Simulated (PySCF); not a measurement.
C5H10SSi.
Cartesian coordinates in Å at the GFN2-xTB level; atoms count from 1:
```xyz
17
C5H10SSi angstrom
Si     2.7711   -0.1430   -0.5001
S      1.6317   -0.4772    1.2792
C      0.0652   -0.9901    0.5401
C     -1.1921   -0.8679    1.3711
C     -0.9619    0.0154    0.2065
C     -1.6883    0.4685   -1.0004
C     -1.0194    1.4644   -0.0798
H      2.7325   -1.3721   -1.2865
H      2.1758    0.9473   -1.2653
H      4.0928    0.1787    0.0025
H      0.1827   -1.8615   -0.0920
H     -1.0926   -0.4423    2.3591
H     -1.9240   -1.6604    1.3028
H     -2.7676    0.4175   -1.0006
H     -1.2445    0.2886   -1.9693
H     -0.1225    1.9608   -0.4214
H     -1.6458    2.0854    0.5442
```

NICS is the negative of the GIAO shielding at a point without a nucleus: at the ring centre (0) and 1 Å above and below it (1); zz is the component along the ring normal. Level: GIAO PBE0/pcSseg-1 (PySCF, non-relativistic, gas phase) on the GFN2-xTB geometry, one conformer.

Ring bond lengths (Å), with Mayer bond orders in brackets: C3–C4 1.512 (0.95), C4–C5 1.480 (0.93), C5–C3 1.476 (0.86); C5–C6 1.480 (0.94), C6–C7 1.512 (0.99), C7–C5 1.478 (0.94).

Q: Give the NICS values of each ring in ppm.

A: 
```json
{"ring": "C3–C4–C5", "type": "3-membered carbocycle; formal bonds all single", "NICS(0)": "-40.4", "NICS(1), two faces": "-7.1 / -6.5", "NICS(1)zz, two faces": "-20.3 / -16.3", "rms pucker (Å)": "0.00", "centre to ring atoms, mean (Å)": "0.86"}
{"ring": "C5–C6–C7", "type": "3-membered carbocycle; formal bonds all single", "NICS(0)": "-40.1", "NICS(1), two faces": "-6.7 / -6.9", "NICS(1)zz, two faces": "-19.4 / -20.8", "rms pucker (Å)": "0.00", "centre to ring atoms, mean (Å)": "0.86"}
```

Q: What do they say, and how far can they be read as aromaticity?

A: 
- C3–C4–C5: mean NICS(1)zz -18.3 ppm, shielded. C3, C4, C5 have four or more neighbours, and the NICS criterion for π rings isn't applied. The two faces differ by 4.0 ppm, so no symmetry operation interchanges them. NICS(0) lies 34 ppm below the mean NICS(1).
- C5–C6–C7: mean NICS(1)zz -20.1 ppm, shielded. C5, C6, C7 have four or more neighbours, so the value isn't read as a sign of a π ring current. NICS(0) lies 33 ppm below the mean NICS(1).

Q: Give the inner angles of the rings and the Hirshfeld charges of the ring atoms.

A: 
- C3–C4–C5: C3 59.4° (-0.048 e), C4 59.1° (-0.086 e), C5 61.5° (-0.012 e); sum 180.0° against 180° for a flat convex ring.
- C5–C6–C7: C5 61.5° (-0.012 e), C6 59.2° (-0.086 e), C7 59.3° (-0.085 e); sum 180.0° against 180° for a flat convex ring.

Q: What are the shieldings of the ring atoms and their hydrogens in the same run (means over atoms taken as equivalent)?

A: 
```
atoms                    environment  σ isotropic (ppm)  principal values of the symmetric part, first atom (ppm)
   C3     sp3 carbon bound to sulfur              160.5                                       130.4, 147.2, 203.8
   C4     three-membered-ring carbon              168.7                                       142.3, 165.1, 198.8
   C5  sp3 carbon at a ring junction              166.4                                       102.7, 190.4, 206.1
   C6     three-membered-ring carbon              175.0                                       148.8, 173.9, 202.2
   C7     three-membered-ring carbon              178.8                                       152.4, 176.1, 207.8
  H11               methine hydrogen              29.61                                          21.6, 28.8, 38.4
  H12             methylene hydrogen              30.72                                          24.9, 28.6, 38.7
  H13             methylene hydrogen              30.38                                          24.5, 26.6, 40.1
  H14             methylene hydrogen              30.76                                          24.6, 26.9, 40.8
  H15             methylene hydrogen              30.76                                          24.3, 28.7, 39.2
  H16             methylene hydrogen              30.53                                          24.3, 28.7, 38.6
  H17             methylene hydrogen              30.89                                          25.0, 26.9, 40.8
```
